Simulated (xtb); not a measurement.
Cl₄Ti, SMILES [Ti]([Cl])([Cl])([Cl])[Cl], multiplicity 1. All values are semi-empirical tight-binding results from xtb (GFN2-xTB unless named), good for trends rather than for accurate numbers. Coordinates come from a GFN2-xTB optimisation. The multiplicity is an assumed one; other spin states were not compared.

Optimised geometry:

```xyz
5

Cl    -1.2187     1.2187     1.2187
Ti     0.0000     0.0000     0.0000
Cl     1.2187     1.2187    -1.2187
Cl     1.2187    -1.2187     1.2187
Cl    -1.2187    -1.2187    -1.2187
```

For metal compounds this method's bond lengths and energies can be far off.

| Property | Result |
|---|---|
| point group as xtb finds it | Td |
| orbital gap | 3.00 eV |
| zero-point energy | 3.2 kcal/mol |
| G − E(el) at 298.15 K (modified RRHO) | -17.2 kcal/mol |

Task: Give the atomic charges and the Wiberg bond orders between heavy atoms. (Estimate from the structure and the level; the computed values follow.)

Result: charges (e) Cl1 -0.22, Ti2 0.89, Cl3 -0.22, Cl4 -0.22, Cl5 -0.22. Bond orders Cl1–Ti2 1.23, Ti2–Cl3 1.23, Ti2–Cl4 1.23, Ti2–Cl5 1.23.
